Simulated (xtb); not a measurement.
C4H4N, SMILES C1=C[N]C=C1 (connectivity only; charge and spin as stated), charge -1, multiplicity 1. All values are semi-empirical tight-binding results from xtb (GFN2-xTB unless named), good for trends rather than for accurate numbers. Coordinates come from a GFN2-xTB optimisation. The spin state was assumed, not searched. The isomer is the one that the SMILES or the coordinates give; other isomers of the formula were not compared.

Optimised geometry:

```xyz
9

C      0.0000     0.7017     0.9388
C      0.0000     1.0688    -0.3947
N      0.0000     0.0000    -1.2175
C      0.0000    -1.0688    -0.3947
C      0.0000    -0.7017     0.9388
H      0.0000     1.3594     1.8020
H      0.0000     2.0747    -0.8054
H      0.0000    -2.0747    -0.8054
H      0.0000    -1.3594     1.8020
```
Charge -1, spin multiplicity 1.

```
Item                                               Value
----------------------------------------  --------------
point group as xtb finds it                          C2v
orbital gap                                      5.43 eV
zero-point energy                          41.9 kcal/mol
G − E(el) at 298.15 K (modified RRHO)      25.9 kcal/mol
static polarisability (D4 model)              58.1 bohr³
solvation energy, GFN2-xTB/ALPB(water)    -59.6 kcal/mol
solvation energy, GFN2-xTB/ALPB(benzene)  -46.4 kcal/mol
```

Computed IR lines (harmonic; lines under 4 % of the strongest left out, lines within 3 cm⁻¹ merged):
ν (cm⁻¹): 1486 (m), 2951 (w), 2957 (s), 2967 (vs), 3002 (w) (against the strongest line: vs over 80 %, s over 45 %, m over 15 %, w over 4 %, vw less)

Computed atomic charges and the Wiberg bond orders between heavy atoms:
charges (e) C1 -0.11, C2 -0.01, N3 -0.40, C4 -0.01, C5 -0.11, H6 -0.09, H7 -0.09, H8 -0.09, H9 -0.09. Bond orders C1–C2 1.47, C2–N3 1.37, N3–C4 1.37, C1–C5 1.36, C4–C5 1.47.
